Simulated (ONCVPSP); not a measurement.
## PBEsol ONCV dataset for N, scalar-relativistic all-electron reference.

* Element: N
* Generator: ONCVPSP 4.0.1
* Type: optimised norm-conserving Vanderbilt (ONCV)
* Functional: PBEsol
* Relativity: scalar-relativistic
* Frozen core: [He]
* Valence charge: 5
* Reference configuration: 2s2 2p3
* Partial waves: 2s: rc 0.95 bohr, ncon 3, nbas 6, qcut 7.5 1/bohr, 2 projectors, debl 3.1 Ha; 2p: rc 1.75 bohr, ncon 4, nbas 8, qcut 6.3 1/bohr, 2 projectors, debl 3 Ha
* Local potential: polynomial inside 0.90 bohr (lpopt 4, dvloc0 2 Ha)
* Core correction: none

What the tests gave:

| Item | Value |
| --- | --- |
| Cutoffs needed | 26 Ha and 84 Ha (the cutoffs (Ha) at which the residual kinetic energy of the hardest occupied pseudo-wave falls to 1 and 0.1 mHa per electron) |
| Ghost test | no bound ghost flagged; no localised positive-energy state flagged |
| Largest excitation error | +1385 meV (all-electron minus pseudo) for 2s2 2p0, out of 4 test configurations |

Generation and tests took about 3.6 s on one core of a shared server CPU.
